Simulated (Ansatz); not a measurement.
```yaml
crystal:
  periodic: [false, false, false]
  atoms:
    - {symbol: C, position_ang: [-0.459992, 0.848672, -0.043742]}
    - {symbol: O, position_ang: [0.318347, 0.263204, 0.970473]}
    - {symbol: Al, position_ang: [0.681244, -1.185219, 0.110325]}
    - {symbol: S, position_ang: [-0.499077, -0.349510, -1.486480]}
    - {symbol: H, position_ang: [-0.019831, 1.785001, -0.393373]}
    - {symbol: H, position_ang: [-1.487600, 1.013091, 0.287445]}
    - {symbol: H, position_ang: [1.528210, -2.443240, 0.509653]}
basis:
  gaussian: {orbitals: aug-cc-pVDZ, fitting: {mean_field: def2-universal-jkfit}, final_grid: {core_spheres: 20, valence_spheres: 16, degree: 47}}
magnetization: {spin_polarized: true, initial_magnetization: 2}
hamiltonian: {xc: {name: PBE0}, dispersion: d2}
scf: {lower_state_search: off}
output: {forces: true}
```

```sh
$ ansatz run in.yaml --threads 2 --pin off --events-out ev --progress --plain --max-ram 4352MiB
```

(1) How does Ansatz answer? (Estimate.)

Results:

(1) Ansatz gave: The input was rejected before any iteration.
```
Error: YAML parse error: error: line 14 column 45: hamiltonian.dispersion: `d2` is not `none`, `rvv10`, `d3bj`, `d3bjatm`, `d4` or a map `{method: …, s8: …, a1: …, a2_bohr: …}` (numbers without units, a2 in bohr) or `{method: …, functional: …}`
12 |   gaussian: {orbitals: aug-cc-pVDZ, fitting: {mean_field: def2-universal-jkfit}, final_grid: {core_spheres: 2…
13 | magnetization: {spin_polarized: true, initial_magnetization: 2}
14 | hamiltonian: {xc: {name: PBE0}, dispersion: d2}
15 | scf: {lower_state_search: off}
16 | output: {forces: true}
```
